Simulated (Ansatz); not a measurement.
C₁₈H₁₅F₆SbTe⁻, that is triphenyltelluronium hexafluoroantimonate with one electron more. Total charge -1; doublet. Geometry PBE-D4/def2-SVP; atoms count from 1.

```xyz
41

F    -3.873   -3.578    1.736
Sb   -3.915   -2.060    0.525
F    -4.404   -3.203   -0.967
F    -2.009   -2.326    0.112
F    -5.781   -1.716    0.940
F    -3.884   -0.511   -0.685
F    -3.356   -0.880    1.994
C     1.741   -2.201    3.887
C     2.516   -1.477    2.964
C     1.892   -0.692    1.982
C     0.488   -0.608    1.937
Te   -0.628    0.254    0.165
C    -0.330   -0.051   -2.061
C     0.937   -0.006   -2.671
C     1.098   -0.471   -3.986
C     0.002   -1.007   -4.685
C    -1.254   -1.080   -4.058
C    -1.425   -0.616   -2.744
C     0.645    2.005    0.144
C     0.717    2.813   -1.012
C     1.422    4.026   -0.989
C     2.053    4.463    0.187
C     1.961    3.675    1.347
C     1.256    2.462    1.330
C    -0.295   -1.358    2.837
C     0.338   -2.141    3.815
H     2.231   -2.823    4.653
H     3.617   -1.529    3.006
H     2.506   -0.135    1.254
H     1.803    0.404   -2.124
H     2.089   -0.420   -4.467
H     0.130   -1.379   -5.714
H    -2.116   -1.508   -4.596
H    -2.409   -0.694   -2.252
H     0.216    2.489   -1.936
H     1.473    4.638   -1.904
H     2.604    5.416    0.203
H     2.439    4.009    2.282
H     1.180    1.862    2.249
H    -1.395   -1.332    2.772
H    -0.277   -2.715    4.528
```

In the def2 sets Sb, Te take a core potential; there is no spin–orbit coupling. Single mean-field runs in def2-TZVP are fitted with def2-universal-jkfit. In the doublet geometry the species has come apart into loosely held pieces.

(1) Estimate the Mulliken populations of the heavy atoms from the PBE0/def2-TZVP orbitals of Ansatz.

(2) Where does the spin sit?

(3) And the Mayer bond orders between heavy atoms (over 0.3)?

Results:

(1) 
```json
{"atom": "F1", "charge (e)": "-0.46", "spin (α − β)": "0.00"}
{"atom": "Sb2", "charge (e)": "1.83", "spin (α − β)": "0.00"}
{"atom": "F3", "charge (e)": "-0.46", "spin (α − β)": "0.00"}
{"atom": "F4", "charge (e)": "-0.46", "spin (α − β)": "0.00"}
{"atom": "F5", "charge (e)": "-0.46", "spin (α − β)": "0.00"}
{"atom": "F6", "charge (e)": "-0.46", "spin (α − β)": "0.00"}
{"atom": "F7", "charge (e)": "-0.46", "spin (α − β)": "0.00"}
{"atom": "C8", "charge (e)": "-0.12", "spin (α − β)": "0.05"}
{"atom": "C9", "charge (e)": "-0.13", "spin (α − β)": "-0.02"}
{"atom": "C10", "charge (e)": "-0.19", "spin (α − β)": "0.04"}
{"atom": "C11", "charge (e)": "0.00", "spin (α − β)": "0.18"}
{"atom": "Te12", "charge (e)": "0.48", "spin (α − β)": "0.40"}
{"atom": "C13", "charge (e)": "-0.01", "spin (α − β)": "0.18"}
{"atom": "C14", "charge (e)": "-0.18", "spin (α − β)": "0.04"}
{"atom": "C15", "charge (e)": "-0.13", "spin (α − β)": "-0.02"}
{"atom": "C16", "charge (e)": "-0.11", "spin (α − β)": "0.05"}
{"atom": "C17", "charge (e)": "-0.14", "spin (α − β)": "-0.01"}
{"atom": "C18", "charge (e)": "-0.22", "spin (α − β)": "0.03"}
{"atom": "C19", "charge (e)": "0.10", "spin (α − β)": "-0.04"}
{"atom": "C20", "charge (e)": "-0.24", "spin (α − β)": "0.04"}
{"atom": "C21", "charge (e)": "-0.14", "spin (α − β)": "-0.02"}
{"atom": "C22", "charge (e)": "-0.12", "spin (α − β)": "0.04"}
{"atom": "C23", "charge (e)": "-0.14", "spin (α − β)": "-0.02"}
{"atom": "C24", "charge (e)": "-0.25", "spin (α − β)": "0.04"}
{"atom": "C25", "charge (e)": "-0.23", "spin (α − β)": "0.03"}
{"atom": "C26", "charge (e)": "-0.14", "spin (α − β)": "-0.01"}
```
Mulliken values depend strongly on the basis.

(2) Summed by element: F 0.00, Sb 0.00, C 0.57, Te 0.40, H 0.02, of 1 unpaired in all. Largest on single atoms: Te12 0.40, C13 0.18, C11 0.18.

(3) F1–Sb2 0.81 (1.94 Å); Sb2–F3 0.81 (1.94 Å); Sb2–F4 0.75 (1.97 Å); Sb2–F5 0.81 (1.94 Å); Sb2–F6 0.75 (1.97 Å); Sb2–F7 0.75 (1.97 Å); C8–C9 1.40 (1.41 Å); C8–C26 1.41 (1.41 Å); C9–C10 1.42 (1.40 Å); C10–C11 1.33 (1.41 Å); C11–Te12 0.81 (2.26 Å); C11–C25 1.45 (1.41 Å); Te12–C13 0.81 (2.27 Å); Te12–C19 0.93 (2.16 Å); C13–C14 1.33 (1.41 Å); C13–C18 1.45 (1.41 Å); C14–C15 1.42 (1.40 Å); C15–C16 1.40 (1.41 Å); C16–C17 1.41 (1.41 Å); C17–C18 1.44 (1.40 Å); C19–C20 1.37 (1.41 Å); C19–C24 1.37 (1.41 Å); C20–C21 1.44 (1.40 Å); C21–C22 1.41 (1.41 Å); C22–C23 1.41 (1.40 Å); C23–C24 1.44 (1.40 Å); C25–C26 1.44 (1.40 Å).
